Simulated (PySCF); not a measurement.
Si(CF3)(F)(Me)2, SMILES C[Si](C)(F)C(F)(F)F, singlet, PBE0/def2-SVP optimised geometry.

```
14

C     -0.97     1.23     0.00
Si    -0.39    -0.53     0.00
C     -0.96    -1.58     1.41
F     -0.82    -1.23    -1.41
C      1.54    -0.53     0.00
F      2.06    -1.76    -0.06
F      2.00     0.03     1.14
F      2.07     0.17    -1.01
H     -0.58     1.76    -0.88
H     -2.07     1.28    -0.03
H     -0.62     1.76     0.90
H     -0.61    -1.17     2.37
H     -0.57    -2.60     1.32
H     -2.06    -1.64     1.44
```

Density from PySCF with PBE0/def2-TZVP at that geometry.

Minimum of the electron density along straight lines between bonded atoms, close to the bond critical point (lines longer than 1.1 times the sum of covalent radii, or with two minima, are not listed):

```csv
bond,length / Å,ρ at the minimum / e bohr⁻³,∇²ρ there / e bohr⁻⁵,position (fraction from the first atom)
C1–Si2,1.854,0.128,0.18,0.61
Si2–C3,1.855,0.128,0.18,0.39
Si2–F4,1.631,0.129,0.88,0.42
Si2–C5,1.930,0.118,0.17,0.38
C5–F6,1.341,0.280,-0.36,0.34
C5–F7,1.350,0.274,-0.38,0.34
C5–F8,1.341,0.280,-0.36,0.34
C1–H9,1.101,0.267,-0.87,0.64
C1–H10,1.101,0.266,-0.87,0.64
C1–H11,1.101,0.266,-0.87,0.64
C3–H12,1.101,0.266,-0.87,0.64
C3–H13,1.101,0.267,-0.87,0.64
C3–H14,1.101,0.266,-0.87,0.64
```
